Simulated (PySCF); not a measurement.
## Ionisation energy of Zn(2+) by level of theory

Zn(2+) [Ar] 3d10 (1S) → Zn(3+) [Ar] 3d9 (2D), as a difference of total energies. Calculation: PySCF 2.14, in x2c-TZVPPall with one added diffuse shell each of s, p, d, f type (7s6p5d3f1g, 80 functions); the spin-free X2C one-electron Hamiltonian (Gaussian nucleus). Correlated levels: valence: [Ar] frozen. The calculations carry no spin-orbit coupling.

| method | ionisation energy (eV) |
| --- | --- |
| UHF | 36.976 |
| MP2 (valence) | 39.965 |
| SCS-MP2 (valence) | 39.604 |
| CCSD (valence) | 39.317 |
| CCSD(T) (valence) | 39.436 |

**Question.** How much does correlation contribute at CCSD(T) (valence)?

**Answer.** 39.436 − (36.976) = 2.460 eV, measured against UHF.

The reference lies between the lowest fine-structure levels, while these numbers refer to the centres of the terms.

Errors of the correlated levels include the incompleteness of this basis and the frozen core.

For comparison: 39.723 eV (measured; NIST Atomic Spectra Database, ionization energies).
